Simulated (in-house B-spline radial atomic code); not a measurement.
A fraction x of an electron is removed from 3p in the argon ion Ar⁺, starting from [Ne] 3s2 3p5 and keeping the highest spin. Computed with a B-spline radial code for spherical atoms: scalar-relativistic (X2C) PBE, spin-polarised, spherical fractional occupations, Fermi nucleus of rms radius 3.4274 fm.

| x | E(x) - E(0) (eV) | 3p down level (eV) |
| --- | --- | --- |
| 0 | 0.0000 | -21.550 |
| 0.03 | 0.6519 | -21.909 |
| 0.23 | 5.2744 | -24.324 |
| 0.34 | 8.0240 | -25.670 |
| 0.47 | 11.4653 | -27.276 |
| 0.5 | 12.2892 | -27.649 |
| 0.58 | 14.5410 | -28.648 |
| 0.67 | 17.1701 | -29.778 |
| 0.78 | 20.5221 | -31.168 |
| 0.92 | 25.0103 | -32.952 |
| 1 | 27.6874 | -33.977 |

The exact functional would give a straight line between the two integer points. Deviations E(x) - E(0) - x[E(1) - E(0)], in eV: -0.179 at x = 0.03, -1.094 at x = 0.23, -1.39 at x = 0.34, -1.548 at x = 0.47, -1.555 at x = 0.5, -1.518 at x = 0.58, -1.38 at x = 0.67, -1.074 at x = 0.78, -0.462 at x = 0.92.

The curve lies below the straight line by up to 1.555 eV (at x = 0.5): convex, the delocalisation error that favours fractional charges.

Problem. How well does Slater's transition state (minus the level at half occupation) give the ionisation energy?

Solution. It gives 27.649 eV against 27.687 eV from the two total energies; NIST lists 27.63 eV, ground level to ground level.
